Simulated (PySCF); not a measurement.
C4H4N, doublet, geometry from GFN2-xTB. Base run: PySCF with R2SCAN/6-31G**.

PySCF was given this input:
```python
from pyscf import gto, scf, dft

mol = gto.Mole()
mol.atom = '''
    H    -0.00306512    0.07735829    2.15139521
    N    -0.00173582    0.06478905    1.14577413
    C    -0.00544177    1.14296516    0.34032033
    C     0.00416020   -1.05198339    0.35633521
    C    -0.00219146    0.77883833   -0.96507126
    C     0.00402130   -0.64308464   -0.94873942
    H     0.00794089   -2.03683772    0.77993376
    H    -0.00387345    1.41173950   -1.82730995
    H     0.00785878   -1.26619621   -1.82150703
'''
mol.basis = '6-31g**'
mol.spin = 1
mol.verbose = 4
mol.build()

mf = dft.UKS(mol)
mf.xc = 'r2scan'
mf.kernel()
```

The base run was repeated with changes; each row names its change, and settings that it needs were set with it.

| change | ΔE vs base (µEh) | SCF cycles | <S^2> | outcome |
|---|---|---|---|---|
| base | 0.0 | 14 | 0.763 | converged |
| diis = off; damp = 0.6 (with mf.diis_start_cycle = 200; with mf.max_cycle = 150) | 0.0 | 36 | 0.763 | converged |
| DIIS = ADIIS | 0.0 | 21 | 0.763 | converged |
| level_shift = 1.0 (with mf.max_cycle = 100) | 0.0 | 40 | 0.763 | converged |
| DIIS = EDIIS | - | 50 | - | not converged |
| solver = newton; init_guess = 1e | - | - | - | cut at the time limit |
| init_guess = vsap | 0.0 | 16 | 0.763 | converged |
| conv_tol_grad = 1e-3 | 0.0 | 14 | 0.763 | converged |
| init_guess = sap | 0.0 | 18 | 0.763 | converged |
| solver = newton | 0.0 | - | 0.763 | converged |
| level_shift = 0.3 (with mf.max_cycle = 100) | 0.0 | 20 | 0.763 | converged |
| conv_tol = 1e-7 | 0.0 | 11 | 0.763 | converged |
| diis_space = 2 | - | 50 | - | not converged |

Open shells are given as the SCF converged; they aren't shown to be the lowest states, and a large step between rows can be another state.
